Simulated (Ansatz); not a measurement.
```xyz
12

C     1.1196   -0.0175    0.1123
C     0.0392    1.0714   -0.0966
C    -1.1170    0.0265    0.1200
C    -0.0088   -1.1030   -0.1680
H     1.4163    0.0348    1.2124
H     1.9716    0.0444   -0.5356
H     0.0237    1.4447   -1.1963
H    -0.0454    1.9566    0.4974
H    -1.9215    0.0061   -0.5150
H    -1.3736    0.0373    1.1661
H    -0.0411   -1.9898    0.5340
H     0.0258   -1.4081   -1.1360
```

Basis set: STO-3G (spherical functions). Frozen core: 4 orbitals. Charge 0, multiplicity 1.

Computed with Ansatz (development build ahead of 0.2.0); each method stands on the lowest determinant of its kind that the runs found. Restricted open shells among the atoms or ions are ROHF, correlated in semicanonical orbitals with singles.

Q: Give the atomization energy at this shape (free ground-state atoms in the same class of orbitals less the molecule, no zero-point energy) of singlet C4H8 by RHF-MP2, RHF.

A:

| method | atomization energy |
| --- | --- |
| RHF-MP2 | 1186.44 kcal/mol |
| RHF | 1079.11 kcal/mol |

Caution: the shape is not the minimum.

This basis has no polarisation functions and is too small for such energies, which can lie far from measured ones in either direction.
